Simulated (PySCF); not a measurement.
Stepwise substitution at one centre (Al Br-CH3). All species are isolated molecules in the gas phase. Strings in code marks are SMILES.

These are PBE-D3(BJ)/def2-TZVP // B3LYP-D3(BJ)/def2-TZVP (PySCF) values and carry that method's errors. All candidates: neutral, multiplicity 1. Excitations are Tamm–Dancoff values on a coarser integration grid. The basis has no diffuse functions, so Rydberg states are missing or too high.

```json
{
  "S1 excitation (TDA)": "5.01 eV",
  "LUMO": "-1.57 eV",
  "HOMO–LUMO gap": "4.95 eV"
}
```

Problem. Say which member has these values.
A) `[CH3][Al]([CH3])[Br]`
B) `[Br][Al]([Br])[Br]`
C) `[CH3][Al]([Br])[Br]`
D) `[CH3][Al]([CH3])[CH3]`

Solution. A, `[CH3][Al]([CH3])[Br]`. The others give `[CH3][Al]([Br])[Br]`: 5.27 eV, -1.92 eV, 5.23 eV; `[Br][Al]([Br])[Br]`: 5.04 eV, -2.45 eV, 4.92 eV; `[CH3][Al]([CH3])[CH3]`: 5.18 eV, -1.14 eV, 5.11 eV
